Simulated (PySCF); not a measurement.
Give a GFN2-xTB geometry of InChI=1S/C7H7Cl/c1-6-4-2-3-5-7(6)8/h2-5H,1H3.

```
atom  x, y, z in Å
C1    -2.1677   -0.3332   -0.1539
C2    -0.6884   -0.1391   -0.0546
C3     0.1934   -1.2049   -0.1782
C4     1.5620   -1.0222   -0.0856
C5     2.0783    0.2428    0.1331
C6     1.2222    1.3227    0.2592
C7    -0.1442    1.1241    0.1645
Cl8   -1.1984    2.4907    0.3254
H9    -2.6533   -0.0037    0.7637
H10   -2.4101   -1.3782   -0.3262
H11   -2.5724    0.2632   -0.9707
H12   -0.2051   -2.1945   -0.3498
H13    2.2255   -1.8679   -0.1850
H14    3.1446    0.3931    0.2068
H15    1.6092    2.3152    0.4294
```

Orientation and origin are arbitrary. Atoms count from 1 in this order. Of the pairs four or more bonds apart, H10···H12 is among the closest relative to their van der Waals radii: 2.35 Å, 98 % of the sum of Bondi's values. The C–C distances run from 1.384 Å (C4–C5, aromatic) to 1.495 Å (C1–C2, drawn single), a spread of 0.111 Å. The 8 heavy atoms lie in one plane (0.000 Å rms). The 6-membered ring C2–C3–C4–C5–C6–C7 has internal angles of 117.5° to 121.8° (sum 720°, against 720° for a flat polygon); it is planar, 0.00 Å rms from its mean plane, widest ring torsion 0°.

Bonds between heavy atoms (Å): C1–C2 1.495, C2–C3 1.389, C3–C4 1.384, C4–C5 1.384, C5–C6 1.384, C6–C7 1.384, C7–Cl8 1.733, C2–C7 1.393.

The geometry is computed with GFN2-xTB (gas phase).

Point group: Cs (every atom within 0.08 Å of its image). Stationary, but not proved a minimum.
